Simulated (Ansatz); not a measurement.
A structure relaxed at PBE0-D4/def2-TZVP, charge 0, multiplicity 1:

```json
{"atom": "N1", "x (Å)": "-1.743", "y (Å)": "1.412", "z (Å)": "-1.139"}
{"atom": "Al2", "x (Å)": "-0.646", "y (Å)": "0.039", "z (Å)": "-1.189"}
{"atom": "C3", "x (Å)": "0.941", "y (Å)": "0.079", "z (Å)": "-0.021"}
{"atom": "Si4", "x (Å)": "0.920", "y (Å)": "-1.164", "z (Å)": "1.383"}
{"atom": "Cl5", "x (Å)": "1.111", "y (Å)": "1.725", "z (Å)": "0.703"}
{"atom": "H6", "x (Å)": "-1.588", "y (Å)": "2.230", "z (Å)": "-0.573"}
{"atom": "H7", "x (Å)": "-2.594", "y (Å)": "1.499", "z (Å)": "-1.670"}
{"atom": "H8", "x (Å)": "-0.941", "y (Å)": "-1.200", "z (Å)": "-2.127"}
{"atom": "H9", "x (Å)": "1.843", "y (Å)": "-0.094", "z (Å)": "-0.618"}
{"atom": "H10", "x (Å)": "2.129", "y (Å)": "-1.044", "z (Å)": "2.237"}
{"atom": "H11", "x (Å)": "0.860", "y (Å)": "-2.534", "z (Å)": "0.798"}
{"atom": "H12", "x (Å)": "-0.292", "y (Å)": "-0.949", "z (Å)": "2.216"}
```

Task: Give its formula and SMILES.

Result: CH7AlClNSi, `[NH2][AlH][CH]([SiH3])Cl`.

Task: Summarise the bond lengths by kind.

Result: 1 × Al–N 1.758 Å; 2 × H–N 1.007 to 1.008 Å; 1 × Al–C 1.970 Å; 1 × Al–H 1.582 Å; 1 × C–Si 1.875 Å; 1 × C–Cl 1.807 Å; 1 × C–H 1.095 Å; 3 × H–Si 1.485 to 1.490 Å.

Program: Ansatz 0.2.0.
